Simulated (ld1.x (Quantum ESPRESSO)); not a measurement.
# A failed generation for strontium

Input:

```
&input
   title='Sr', zed=38., rel=1, dft='BLYP', iswitch=3,
   config='[Kr] 4d0 5s2 5p0',
   nld=3, rlderiv=3.30, eminld=-2.0, emaxld=5.0, deld=0.02
 /
 &inputp
   pseudotype=2, tm=.false., lloc=0,
   nlcc=.true., rcore=2.35,
   file_pseudopw='Sr.UPF', file_wfcaegen='ae.wfc', file_wfcncgen='nc.wfc', file_beta='beta', file_chi='chi'
 /
3
5P  2  1   0.00   0.00  3.02  3.02  0.0
4D  3  2   0.00   0.00  2.76  2.76  0.0
5S  1  0   2.00   0.00  2.04  2.04  0.0
 &test
   configts(1)='4d0 5s2 5p0'
 /
```

```bash
ld1.x < Sr.in > Sr.out
```

End of the output:

```

      ld=   0.678723 f2ae  0.138857 faenor  0.056575
           1        1222        1221   100.72699530105017

 %%%%%%%%%%%%%%%%%%%%%%%%%%%%%%%%%%%%%%%%%%%%%%%%%%%%%%%%%%%%%%%%%%%%%%%%%%%%%%
     Error in routine compute_chi (1):
     n is too large
 %%%%%%%%%%%%%%%%%%%%%%%%%%%%%%%%%%%%%%%%%%%%%%%%%%%%%%%%%%%%%%%%%%%%%%%%%%%%%%

     stopping ...
```

**Question.** Why did it fail, and what change makes it run?

**Answer.** The run stopped because the Bessel-function wave could not be built (negative determinant in compute_phi), and the routine for χ then failed on it. A run that differs only in the following succeeds: all radii but the core radius scaled by about 1.27 (s 2.60, p 3.85, d 3.50 bohr). The answer isn't unique; the calculation gave this one.
